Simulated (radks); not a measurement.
Excited configurations of neutral beryllium: one electron is placed in a higher orbital outside [He] 2s1. The ground configuration is [He] 2s2. All-electron calculation, Dirac Kohn-Sham, PBE, spin-unpolarised, spherical densities, finite nucleus; open shells fill j = l - 1/2 first; Fermi nuclear charge, rms radius 2.519 fm. Program: a radial shooting solver on a logarithmic mesh with Libxc functionals. Excitation = E - E(ground); binding = E(ion) - E, where the ion is the core of charge +1; n* = 1/sqrt(2 binding) in atomic units, and the quantum defect is n - n*.

| outer orbital | excitation (eV) | binding (eV) | n* | quantum defect | eigenvalue (eV) |
|---|---|---|---|---|---|
| 2p1/2 | 3.612 | 5.939 | 1.514 | 0.486 | -2.535 |
| 3p1/2 | 7.365 | 2.186 | 2.495 | 0.505 | -1.179 |
| 3d3/2 | 7.922 | 1.629 | 2.890 | 0.110 | -0.709 |
| 4p1/2 | 8.337 | 1.214 | 3.348 | 0.652 | -0.722 |
| 4d3/2 | 8.513 | 1.037 | 3.622 | 0.378 | -0.570 |
| 5s1/2 | 8.666 | 0.885 | 3.921 | 1.079 | -0.568 |
| 5d3/2 | 8.857 | 0.694 | 4.429 | 0.571 | -0.425 |
| 6s1/2 | 8.955 | 0.596 | 4.779 | 1.221 | -0.396 |
| 6p1/2 | 9.015 | 0.535 | 5.043 | 0.957 | -0.354 |
| 7s1/2 | 9.122 | 0.428 | 5.636 | 1.364 | -0.292 |

The Delta-SCF ionisation energy is 9.551 eV (NIST Atomic Spectra Database: 9.323 eV, measured). Self-interaction in the functional shifts the binding energies and quantum defects, so they are the method's values and not measured ones. Spin polarisation and multiplet splitting are left out, so open shells lie too high by an amount that depends on their filling.

Beside tabulated values, note that spin-unpolarised runs miss the spin-polarisation part of the exchange energy of open shells.
